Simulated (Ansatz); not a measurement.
`[F][Ge]([F])([Cl])[Cl]` + H₂O → `[OH][Ge]([F])([Cl])[Cl]` + H–F at 298.15 K and 1 bar (formal hydrolysis of a Ge–F bond).

Gas-phase electronic energies from Ansatz, PBE0-D4/def2-TZVP geometries. CBS: MP2 limit from def2 TZ/QZ plus the TZ coupled-cluster correction, frozen cores. This one scheme is used for every species. For Ge outer-core shells are correlated without core-valence functions, which leaves a few kJ/mol of doubt a bond. Scalar relativity is left out up to krypton. One conformer a species, not always the lowest.

```
                  species  CCSD(T)/CBS energy (Eh)  H − E (kJ/mol)  S (J/(mol·K))
 `[F][Ge]([F])([Cl])[Cl]`              -3195.41116            39.7          341.1
                      H₂O                -76.37941            66.4          188.7
`[OH][Ge]([F])([Cl])[Cl]`              -3171.38906            71.0          360.7
                      H–F               -100.39570            33.5          173.6
```

H − E and S are ideal-gas, rigid-rotor, harmonic terms from PBE0-D4/def2-TZVP, for one conformer and one mirror image of each species. 1 Eh = 2625.50 kJ/mol, R = 8.31446 J/(mol·K).

By hand: ΔE, ΔH, ΔS and ΔG.

ΔE = (-3171.38906) + (-100.39570) − (-3195.41116) − (-76.37941) = 0.00581 Eh = 15.3 kJ/mol. Δ(H − E) = 71.0 + 33.5 − 39.7 − 66.4 = -1.6, so ΔH = 13.7 kJ/mol. ΔS = 360.7 + 173.6 − 341.1 − 188.7 = 4.5 J/(mol·K). ΔG = 13.7 − 298.15 × (4.5)/1000 = 12.4 kJ/mol.

By hand: the equilibrium constant, and the temperature at which ΔG would vanish if ΔH and ΔS stayed fixed.

log₁₀ K = −ΔG/(RT ln 10) = -2.2. ΔG = 0 at ΔH/ΔS = 3044 K, far beyond where these terms or the molecules hold.

The number of gas molecules stays the same, so ΔS is small and ΔH decides. A doubt of 5 kJ/mol in ΔE shifts log₁₀ K by 0.9 here. Other conformers and mirror images would add mixing entropy, several J/(mol·K) or more a flexible species. These are equilibria of isolated gas molecules and say nothing of rates. Largest T1 diagnostic: 0.011 (customary marks: 0.02 for closed shells, 0.045 for open ones).
